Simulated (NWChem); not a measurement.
Molecule: C3, singlet; SMILES C(=[C])=[C]

```xyz
3

C      1.2967     0.0000    -0.0042
C      0.0000     0.0000     0.0084
C     -1.2967     0.0000    -0.0042
```
Atoms are numbered in this order, from 1.

All runs: NWChem. Low-valent species are run as closed-shell singlets; no triplet was tried in these runs. Coordinates come from a B3LYP/6-31G* (spherical d) optimisation.

Task: Taking PBE0/cc-pVQZ as the yardstick, which of these has the fewest basis functions while keeping “highest occupied level (eV)” within 0.1 eV of it: PBE0/cc-pVTZ; PBE0/cc-pVDZ; PBE0/aug-cc-pVDZ; PBE0/aug-cc-pVTZ?

Result: PBE0/aug-cc-pVDZ.
```json
[
 {"level": "PBE0/cc-pVDZ", "basis functions": "42", "highest occupied level (eV)": "-9.39"},
 {"level": "PBE0/aug-cc-pVDZ", "basis functions": "69", "highest occupied level (eV)": "-9.56"},
 {"level": "PBE0/cc-pVTZ", "basis functions": "90", "highest occupied level (eV)": "-9.52"},
 {"level": "PBE0/aug-cc-pVTZ", "basis functions": "138", "highest occupied level (eV)": "-9.58"},
 {"level": "PBE0/cc-pVQZ", "basis functions": "165", "highest occupied level (eV)": "-9.56"}
]
```

The yardstick is one finite set, not the basis-set limit.
